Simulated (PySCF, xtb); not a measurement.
PbHI, SMILES [I][PbH] (connectivity only; charge and spin as stated), neutral, multiplicity 1.

GFN2-xTB (xtb 6.7.1) at its own geometry gives an orbital gap of 2.70 eV and a dipole moment of 7.85 D.

Coordinates come from a B3LYP-D3(BJ)/def2-TZVP optimisation. The def2 effective core potentials stand for the cores of I, Pb; spin–orbit coupling is left out.

Q: What does PBE/def2-TZVPD (PySCF) give? (The exact figures need the calculation; the answer reports its results.)

A: gap 1.97 eV (levels -5.77 and -3.80 eV), dipole 3.24 D.
